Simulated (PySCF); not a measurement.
## Core-level binding energies of `C=Cc1cccc(F)c1`

Compound: C₈H₇F.
Geometry (PBE0-D3(BJ)/def2-SVP, Å), atoms numbered from 1 in this order:
```xyz
16
C8H7F angstrom
C      2.6478    0.9067   -0.4882
C      1.7893   -0.1187   -0.4477
C      0.3399   -0.0583   -0.2189
C     -0.4000   -1.2508   -0.2212
C     -1.7769   -1.2406   -0.0092
C     -2.4495   -0.0424    0.2113
C     -1.7091    1.1367    0.2138
F     -2.3411    2.2910    0.4238
C     -0.3402    1.1494    0.0042
H      2.3321    1.9439   -0.3470
H      3.7119    0.7390   -0.6671
H      2.1831   -1.1298   -0.5992
H      0.1172   -2.1978   -0.3923
H     -2.3357   -2.1789   -0.0151
H     -3.5266   -0.0008    0.3800
H      0.1802    2.1081    0.0180
```

Method used: delta-SCF UKS SCAN, pcX-2 on the ionised atom, pcseg-1 elsewhere, spin-free X2C in PySCF 2.14.0. These are vertical core ionisation energies against the vacuum level, from separate self-consistent calculations with and without the core hole.

Question: Give the core binding energies atom by atom.

Answer: 
| atom(s) | environment | level | binding energy (eV) | above the level's lowest (eV) | count |
| --- | --- | --- | --- | --- | --- |
| C1 | terminal =CH2 carbon | C 1s | 289.93 | 0.00 | 1 |
| C2 | alkene CH carbon | C 1s | 290.67 | +0.74 | 1 |
| C3 | substituted aromatic carbon | C 1s | 290.78 | +0.85 | 1 |
| C4 | aromatic CH carbon | C 1s | 290.17 | +0.24 | 1 |
| C5 | aromatic CH carbon | C 1s | 290.51 | +0.58 | 1 |
| C6 | aromatic CH carbon | C 1s | 290.29 | +0.36 | 1 |
| C7 | aromatic C–F carbon | C 1s | 292.61 | +2.68 | 1 |
| F8 | aryl fluorine | F 1s | 692.91 | 0.00 | 1 |
| C9 | aromatic CH carbon | C 1s | 290.30 | +0.37 | 1 |

Lowest listed C 1s: C1, bonded to C (double bond) and 2 H. Highest, 2.68 eV above it: C7, bonded to F and 2 C (aromatic in the SMILES). Summing the Pauling electronegativity differences to the bonded atoms, each weighted by its formal bond order, gives -0.70 for the lowest site and +1.43 for the highest; no listed site has a larger sum than the highest. The values 290.29 and 290.30 eV lie too close for their order to be trusted.

Question: Which effective nuclear charge Zeff reproduces each element's mean 1s value in the hydrogen-like formula E = 13.606 eV × Zeff²?

Answer: C (Z = 6): mean 290.7 eV, Zeff = 4.62, Z − Zeff = 1.38; F (Z = 9): mean 692.9 eV, Zeff = 7.14, Z − Zeff = 1.86. Means run over the listed sites, weighted by atom count.

Spin contamination (⟨S²⟩ against 0.75 for a pure doublet) is marked for C 1s of C2 (0.94), C 1s of C3 (0.89), C 1s of C5 (0.88) and C 1s of C7 (0.91), which makes these values less certain. The structure is a single PBE0-D3(BJ)/def2-SVP conformer in the gas phase; no vibrational or solvent corrections.
